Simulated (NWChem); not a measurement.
**Lowest excitation of H$_{2}$BI**

SMILES: BI
```xyz
4

B      0.0000     0.0000    -1.8499
H     -1.0717     0.0000    -2.4113
H      1.0717     0.0000    -2.4113
I      0.0000     0.0000     0.2655
```
Charge 0, spin multiplicity 1.

Program: NWChem. Structure: optimised with PBE/def2-SVP with def2 effective core potentials on I, a minimum by its harmonic frequencies.

Basis set: def2-SVPD. CR-EOMCCSD(T) is the triples correction to the same EOM-CCSD root.

Effective core potentials replace the inner electrons of I; spin-orbit coupling is left out. The correlated methods keep 5 core orbitals frozen. B3LYP has NWChem's definition, with VWN1-RPA local correlation. The structure started from a generated list of species. No row is a measurement; the coupled-cluster row has its own basis-set and correlation limits.

Task: One of these methods gave a lowest vertical singlet excitation energy of 4.05 eV. Which?
A. TD-PBE
B. CIS
C. TD-B3LYP
D. CR-EOMCCSD(T)

Result: D, CR-EOMCCSD(T). The others give 3.34 (TD-PBE), 5.15 (CIS), 3.71 (TD-B3LYP).
